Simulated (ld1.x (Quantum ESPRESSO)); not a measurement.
## Varying the ultrasoft potential for manganese (Mn)

Base potential:

```json
{
  "Element": "Mn",
  "Generator": "ld1.x (Quantum ESPRESSO) 7.5",
  "Type": "ultrasoft",
  "Functional": "PBE",
  "Relativity": "fully relativistic",
  "Frozen core": "[Ne]",
  "Valence charge": "15",
  "Reference configuration": "3s2 3p6 3d5 4s2 4p0",
  "Partial waves": "3s (bound): rcut 1.15, rcutus 1.20 bohr; 4s (bound): rcut 1.15, rcutus 1.20 bohr; 3p (bound): rcut 1.70, rcutus 1.85 bohr; 4p (bound, empty): rcut 1.70, rcutus 1.85 bohr; 3d (bound): rcut 0.75, rcutus 1.00 bohr; 3d channel at -0.1 Ry: rcut 0.75, rcutus 1.00 bohr",
  "Local potential": "all-electron potential smoothed inside 1.25 bohr (lloc = -2)",
  "Core correction": "a·sin(br)/r model core inside 0.45 bohr",
  "Augmentation charge": "PSQ, inside the norm-conserving radii"
}
```

Open shells are filled in proportion to 2j + 1 (rel_dist='average').

Cutoffs, loose and tight: the cutoffs (Ry, on a coarse ladder) from which the occupation-weighted sum of valence levels, in a spherical-Bessel basis at the reference potential, stays within 10 and 1 mRy of its value at 400 Ry. They do not see the model core or the augmentation charge, which bear on the density cutoff. Test errors are all-electron minus pseudo excitation energies from the reference, over the configurations 3s2 3p6 3d5 4s1 4p0; 3s2 3p6 3d5 4s0 4p0; 3s2 3p6 3d4 4s0 4p0; 3s2 3p6 3d5.5 4s1.5 4p0; 3s2 3p6 3d6 4s1 4p0; 3s2 3p5 3d5 4s2 4p0; 3s2 3p6 3d4 4s2 4p1. A dash means not determined; rows that change the core or the reference have their own tests. The largest error is taken over the tests solved by every variant that gives reliable tests at all: 3s2 3p6 3d5 4s0 4p0; 3s2 3p6 3d5 4s1 4p0; 3s2 3p6 3d5.5 4s1.5 4p0; 3s2 3p6 3d6 4s1 4p0.

| change | outcome | cutoff, loose | cutoff, tight | bound ghosts | largest test error (meV) |
| --- | --- | --- | --- | --- | --- |
| base | generated | 100 Ry | 180 Ry | none | -14 |
| waves 3d (bound): rcut 0.64, rcutus 0.68 bohr; 3d channel at -0.1 Ry: rcut 0.64, rcutus 0.68 bohr | generated | 230 Ry | over 300 Ry | none | -18 |
| waves 3d (bound): rcut 0.75, rcutus 0.86 bohr; 3d channel at -0.1 Ry: rcut 0.75, rcutus 0.86 bohr | generated | 140 Ry | 230 Ry | none | -18 |
| waves 3d (bound): rcut 0.75, rcutus 1.20 bohr; 3d channel at -0.1 Ry: rcut 0.75, rcutus 1.20 bohr | generated | 70 Ry | 120 Ry | none | -16 |
| waves 3d (bound): rcut 0.75, rcutus 1.46 bohr; 3d channel at -0.1 Ry: rcut 0.75, rcutus 1.46 bohr | generated | 50 Ry | 80 Ry | none | -18 |

Question: What comes out with this change to the base: waves 3d (bound): rcut 0.75, rcutus 1.28 bohr; 3d channel at -0.1 Ry: rcut 0.75, rcutus 1.28 bohr?

Answer: outcome: generated; cutoff, loose: 60 Ry; cutoff, tight: 110 Ry; bound ghosts: none; largest test error (meV): -17.

Reading the sweep of the d radius (base included, trends over the rows without a ghost): The loose cutoff falls from 230 Ry at 0.68 to 50 Ry at 1.46 bohr. A larger radius leaves more room for a smooth pseudo-wave, so fewer plane waves are needed; a smaller one forces it to follow the all-electron wave where it bends sharply.
